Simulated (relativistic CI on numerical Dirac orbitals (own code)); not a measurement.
# One change at a time: Zr16+

Base calculation: Dirac-Coulomb-Breit CI, separate exchange-only KLI orbitals for each configuration, QED by a radiative potential, unscaled Slater integrals.

Configurations in the expansion (outside the closed core [Ne]): 3s2 3p6 3d6, 3s2 3p5 3d7, 3s2 3p4 3d8, 3s 3p6 3d7, 3p6 3d8, 3s2 3p6 3d5 4s, 3s 3p5 3d8, 3s2 3p6 3d5 4p, 3s2 3p6 3d5 4d, 3s2 3p6 3d4 4s2, 3s2 3p6 3d5 4f, 3s2 3p5 3d6 4s, 3s2 3p6 3d4 4s 4p, 3s2 3p4 3d7 4s, 3s2 3p6 3d5 5s, 3s2 3p6 3d4 4p2, 3s2 3p5 3d6 4p, 3s2 3p4 3d7 4p, 3s2 3p6 3d5 5p, 3s2 3p6 3d4 4s 4d, 3s2 3p6 3d5 5d, 3s2 3p6 3d4 4p 4d, 3s 3p6 3d6 4s, 3s2 3p6 3d5 5g, 3s2 3p6 3d5 6s, 3s2 3p6 3d5 6d, 3p6 3d7 4s, 3s 3p6 3d5 4s2, 3p6 3d7 4p, 3p6 3d7 4d, 3s 3p6 3d6 5s. Levels of other configurations are missing.

Variants: (1) valence Slater integrals scaled by 0.9; (2) QED terms removed; (3) only the first 3 configurations. Shifts of the energy above 3s2 3p6 3d6 5D_4, in cm⁻¹, for the lowest level and the first level of each name with at least 55 % of one term (blank where a level changes its place among those of its configuration and J or its character, or is not in the variant):

```
           Level     Base     Δ(1)    Δ(2)     Δ(3)
3s2 3p6 3d6 5D_4      0.0      0.0     0.0      0.0
3s2 3p6 3d6 5D_3  11585.6   +196.1   -43.3    -25.8
3s2 3p6 3d6 5D_2  15420.7   -316.5   -37.2   +215.4
3s2 3p6 3d6 5D_1  19844.1    -70.6   -58.5   +137.2
3s2 3p6 3d6 5D_0  21405.9   -149.9   -60.7   +142.8
3s2 3p6 3d6 3P_2  62578.1  -4533.3   -22.0  +2866.9
3s2 3p6 3d6 3H_6  71253.4  -6592.1   -26.5   -778.2
3s2 3p6 3d6 3H_5  72336.9  -6731.2   -19.7   -539.7
3s2 3p6 3d6 3F_3  78519.0  -6267.2   -35.9   +944.9
3s2 3p6 3d6 3F_2  81277.1  -6416.6   -36.2  +1666.2
3s2 3p6 3d6 3H_4  84311.9  -6057.0   -72.3    +68.3
3s2 3p6 3d6 3P_0  88806.1  -6169.0   -55.5  +1646.7
3s2 3p6 3d6 3P_1  91982.5  -5036.7  -107.0  +2883.7
3s2 3p6 3d6 3G_5  95227.5  -7031.9   -82.0   -326.9
```

At this charge energies of transitions that change n are usually good to better than 1 %, and those within a shell (Δn = 0) to a few per cent. Terms inside the open d or f shell come out 10 to 20 % too wide with unscaled integrals.

Ionisation energy from the two ground configurations alone: base 622.262 eV; valence Slater integrals scaled by 0.9 623.101 eV. The NIST ASD value (theoretical) is 622 eV.

LS names give the leading component of a level, which can be under half, so a name can repeat, a term be missing and a line seem to break the LS rules.
